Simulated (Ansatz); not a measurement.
Coupled-cluster diagnostics for [CuCl4]- (CuCl₄⁻), Ansatz.

Geometry of the singlet (r2SCAN-D4/def2-SVPD):

```csv
atom,x (Å),y (Å),z (Å)
Cu1,0.0000,-0.0001,-0.0001
Cl2,1.0244,-1.3567,-1.4155
Cl3,1.9082,1.0558,0.3692
Cl4,-1.0225,1.3517,1.4211
Cl5,-1.9102,-1.0507,-0.3747
```

Correlated methods freeze 29 core orbitals.

Geometry of the charge -1 triplet (r2SCAN-D4/def2-SVPD):

Cartesian coordinates in Å:
```
Cu 0.000 0.000 0.000
Cl -0.859 0.317 -2.072
Cl -1.799 -1.261 0.553
Cl 0.857 -0.313 2.074
Cl 1.801 1.257 -0.554
```

Question: Estimate the CCSD(T) correlation energy, the shares of MP2 and (T), T1 and the reference's ⟨S²⟩ for: charge -1, singlet, own geometry in def2-SVPD; charge -1, triplet, own geometry in def2-SVPD; charge 0, doublet, vertical in def2-SVPD; and the rough time on 4 threads of Intel Xeon Platinum 8488C on a shared host.

Answer: 
```json
{"state": "charge -1, singlet, own geometry", "basis": "def2-SVPD", "correlation (eV)": "-27.849", "MP2 share (%)": "96.1", "(T) share (%)": "4.4", "T1": "0.022", "⟨S²⟩ (pure)": "0.00 (0.00)", "wall time": "25 s", "remarks": "flagged by the program, restricted SCF unstable"}
{"state": "charge -1, triplet, own geometry", "basis": "def2-SVPD", "correlation (eV)": "-25.116", "MP2 share (%)": "89.7", "(T) share (%)": "3.8", "T1": "0.071", "⟨S²⟩ (pure)": "2.02 (2.00)", "wall time": "56 s", "remarks": "large T1"}
{"state": "charge 0, doublet, vertical", "basis": "def2-SVPD", "correlation (eV)": "-24.021", "MP2 share (%)": "89.7", "(T) share (%)": "3.4", "T1": "0.041", "⟨S²⟩ (pure)": "1.77 (0.75)", "wall time": "52 s", "remarks": "flagged by the program, spin-contaminated"}
```
Customary marks for T1 are 0.02 (closed shells), 0.045 (open shells) and about 0.05 (3d metals). T1 exceeds 0.02 in 3 of 3 rows and 0.045 in 1; the higher it lies, the less the single-reference result can be trusted.
